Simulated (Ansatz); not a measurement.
Basis-set series for ClH4NO2Zr, SMILES `[NH2][Zr]([OH])([OH])[Cl]`. The species carries charge 0 and has multiplicity 1. Zr: def2 effective core potential. Geometry: relaxed with PBE0-D4/def2-TZVP. It is one conformer, not always the lowest.

| functional | basis | functions | energy (Eh) | HOMO (eV) | LUMO (eV) |
| --- | --- | --- | --- | --- | --- |
| PBE0-D4 | def2-SVP | 111 | -714.43158 | -7.23 | -0.06 |
| PBE0-D4 | def2-QZVPP | 442 | -714.88353 | -7.48 | -0.39 |
| ωB97M-V | def2-SVP | 111 | -714.63845 | -9.54 | 0.93 |
| ωB97M-V | def2-QZVPP | 442 | -715.09409 | -9.81 | 0.40 |

(1) Give the rows for def2-TZVPP. (Best estimate.)

## Answers

(1) The calculation gave: 
| functional | basis | functions | energy (Eh) | HOMO (eV) | LUMO (eV) |
| --- | --- | --- | --- | --- | --- |
| PBE0-D4 | def2-TZVPP | 247 | -714.85463 | -7.43 | -0.29 |
| ωB97M-V | def2-TZVPP | 247 | -715.06655 | -9.76 | 0.63 |

Positive LUMOs are unbound and depend on the basis.

All numbers were calculated with Ansatz.
